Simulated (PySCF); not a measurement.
# Ionisation energy of Pd²⁺ by level of theory

Pd²⁺ [Kr] 4d8 (3F) → Pd³⁺ [Kr] 4d7 (4F), as a difference of total energies. Calculation: PySCF 2.14, in aug-cc-pwCVTZ-DK; scalar relativity by spin-free X2C-1e. Correlated levels: valence: [Kr] frozen; valence and next inner shell: [Ar] 3d10 frozen. The calculations carry no spin-orbit coupling.

Task: Order these methods by the ionisation energy they give, lowest first.
A. PBE0
B. LDA
C. SCS-MP2 (valence and next inner shell)
D. PBE

Result: C (32.759 eV), A (33.017 eV), D (33.223 eV), B (33.600 eV).

A first-order spin-orbit estimate (lowest level to lowest level, LS coupling) adds -0.026 eV.

For comparison: 32.93 eV (semi-empirical (NIST evaluation); NIST Atomic Spectra Database, ionization energies).
